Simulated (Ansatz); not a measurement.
Ge₂Sb. Total charge 0; doublet. Geometry PBE0-D4/def2-TZVP; atoms count from 1.

```xyz
3

Sb    0.0093    1.4625   -0.0125
Ge    0.1526   -0.7410   -1.2742
Ge   -0.1619   -0.7215    1.2867
```

In the def2 sets Sb takes a core potential; there is no spin–orbit coupling. The structure comes from a short search, and lower isomers may exist.

Question: Estimate the Mulliken populations from the PBE0/def2-TZVP orbitals of Ansatz.

Answer: 
```tsv
atom	charge (e)	spin (α − β)
Sb1	-0.04	-0.07
Ge2	0.02	0.54
Ge3	0.02	0.54
```
Mulliken values depend strongly on the basis.

Question: Where does the spin sit?

Answer: Summed by element: Sb -0.07, Ge 1.07, of 1 unpaired in all. Largest on single atoms: Ge3 0.54, Ge2 0.54, Sb1 -0.07.

Question: And the Mayer bond orders between heavy atoms (over 0.3)?

Answer: Sb1–Ge2 1.47 (2.54 Å); Sb1–Ge3 1.47 (2.55 Å); Ge2–Ge3 0.93 (2.58 Å).
